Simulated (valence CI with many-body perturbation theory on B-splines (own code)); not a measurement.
## Er LV: what the settings do

Calculated by configuration interaction combined with many-body perturbation theory (CI+MBPT): four valence electrons over a frozen Dirac-Fock core [Ne], a basis of 6 s, 6 p, 5 d, 3 f, 1 g functions for each j, with the one-electron correlation potential Σ1, the two-electron term Σ2, the three-electron term Σ3, Breit, model QED; selected CI, second order for the rest, scaled by the run's own slope (own B-spline code, finite nucleus).

No measured spectrum was set against this ion. As an estimate, large intervals hold to a few tenths of a per cent, small ones and those within an open d or f shell to about a per cent.

The reference run has the lowest level (3s^2 3p1/2^2) J=0 and an ionisation energy of 5331.27 eV. Its largest variational space holds 9998 state functions.

Levels are named by their leading jj configuration (3d3/2^4 stands for four electrons in 3d with j = 3/2), which in mixed levels can hold well under half, so a name can repeat and another be missing.

Changed runs:
A. core polarisation of operators on → off
B. highest l in the core sums 6 → 5
C. orbitals per symmetry with explicit Σ2 and valence Breit (the others get mean screening factors) 5 → 3; natural orbitals for correlation on → off
D. factor on the speed of light 1 → 1.1 (bad on purpose)

Excitation energies of the reference run in cm⁻¹, and shifts in cm⁻¹:

| Level | Reference | A | B | C | D |
| --- | --- | --- | --- | --- | --- |
| (3s^2 3p1/2 3p3/2) J=1 | 1855060 | 0 | +2.5 | -676 | -383352 |
| (3s^2 3p1/2 3p3/2) J=2 | 1923710 | 0 | +2.3 | -158 | -383231 |
| (3s 3p1/2^2 3p3/2) J=2 | 3040970 | 0 | -11 | -751 | -424375 |
| (3s 3p1/2^2 3p3/2) J=1 | 3247510 | 0 | -26 | +50 | -422376 |
| (3s^2 3p1/2 3d3/2) J=2 | 3451210 | 0 | -117 | +26 | -396274 |
| (3s^2 3p1/2 3d3/2) J=1 | 3758940 | 0 | -100 | +1487 | -408552 |
| (3s^2 3p3/2^2) J=2 | 3829590 | 0 | +4.5 | -663 | -767663 |
| (3s^2 3p3/2^2) J=0 | 3978190 | 0 | +3.8 | -4.1 | -768337 |
| (3s^2 3p1/2 3d5/2) J=2 | 4026380 | 0 | -102 | +142 | -487783 |
| (3s^2 3p1/2 3d5/2) J=3 | 4033360 | 0 | -105 | +576 | -484444 |
| (3s 3p1/2^2 3d3/2) J=1 | 4665750 | 0 | -129 | -58 | -439630 |
| (3s 3p1/2^2 3d3/2) J=2 | 4717210 | 0 | -128 | +228 | -441990 |
| Ionisation energy (eV) | 5331.27 | 0 | +0.0032 | -0.34 | -58.82 |

No effect on these energies: A.
